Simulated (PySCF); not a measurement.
**Choosing a basis for TDDFT**

Species: GeH9NSi2.
Bonds: Si1–N2, N2–Si3, Si3–Ge4. Hydrogens: H5, H6, H7 on Si1; H8 on N2; H9, H10 on Si3; H11, H12, H13 on Ge4.

TDDFT with PBE0 (PySCF), vertical singlets, core orbitals frozen in the response, spherical d and f functions. The structure is a single PBE0-D3(BJ)/def2-SVP conformer in the gas phase; no vibrational or solvent corrections. Relativistic effects, spin–orbit coupling among them, are left out although an element past zinc is present.

| basis | functions | diffuse | S1 (eV) | S2 (eV) | S3 (eV) | S4 (eV) | S5 (eV) | LUMO (eV) | α (au) |
| --- | --- | --- | --- | --- | --- | --- | --- | --- | --- |
| 6-31G* | 100 | no | 5.89 | 6.93 | 7.09 | 7.46 | 7.57 | 0.02 | 79.0 |
| def2-SVP | 127 | no | 6.01 | 6.98 | 7.24 | 7.33 | 7.69 | 0.00 | 86.0 |
| def2-SVPD | 178 | yes | 5.78 | 6.63 | 6.68 | 6.93 | 7.07 | -0.38 | 97.5 |
| aug-cc-pVDZ | 194 | yes | 5.55 | 6.33 | 6.54 | 6.62 | 6.82 | -0.57 | 99.2 |
| def2-TZVP | 207 | no | 5.77 | 6.64 | 6.95 | 7.08 | 7.40 | -0.37 | 93.7 |
| def2-TZVPD | 258 | yes | 5.66 | 6.52 | 6.57 | 6.82 | 6.95 | -0.53 | 98.3 |

How much do these states and the polarisability depend on the basis?

States are compared by their number. Against the largest diffuse basis here (def2-TZVPD, itself not a converged limit), sets without diffuse functions differ by up to 0.34 eV in S1 and 0.74 eV in S5; the smaller diffuse sets differ by up to 0.11 and 0.13 eV. State by state, the largest deviation of a set without diffuse functions is S1 0.34, S2 0.47, S3 0.67, S4 0.64, S5 0.74 eV. The same number needn't mean the same state in each row. Against def2-TZVPD the polarisability deviates by -20% in 6-31G*, -12% in def2-SVP, -1% in def2-SVPD, +1% in aug-cc-pVDZ, -5% in def2-TZVP.

Without π bonds the low states may be Rydberg-like; a valence basis with one diffuse set may place them up to an eV too high.
